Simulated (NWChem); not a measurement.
System: C3H5BFN; SMILES C(B(F)N)#CC

Here is an NWChem input.

```
start job
memory heap 200 mb stack 900 mb global 1100 mb
geometry units angstroms noautoz
  C     -2.950370     0.605062     0.358282
  C     -1.536170     0.314297     0.183271
  C     -0.342432     0.054177     0.034500
  B      1.145315    -0.278406    -0.149433
  N      2.151034     0.695001    -0.002347
  F      1.520018    -1.542979    -0.462326
  H     -3.309732     0.254817     1.348933
  H     -3.563994     0.096738    -0.414959
  H     -3.158042     1.693685     0.293210
  H      3.140595     0.479089    -0.123737
  H      1.948528     1.664773     0.232049
end
basis spherical
  * library 6-31g*
end
dft
  xc xtpss03 ctpss03
  iterations 150
  mulliken
end
task dft energy
```

Structure relaxed at the PBE-D3(BJ)/def2-SVP level.

Give the results of this calculation. (TPSS/6-31G* (spherical d).) Quantities: energy (Ha); highest occupied level (eV); orbital gap (eV); dipole (D).


| Quantity | Value |
|---|---|
| energy (Ha) | -296.86 |
| highest occupied level (eV) | -5.89 |
| orbital gap (eV) | 5.28 |
| dipole (D) | 2.36 |
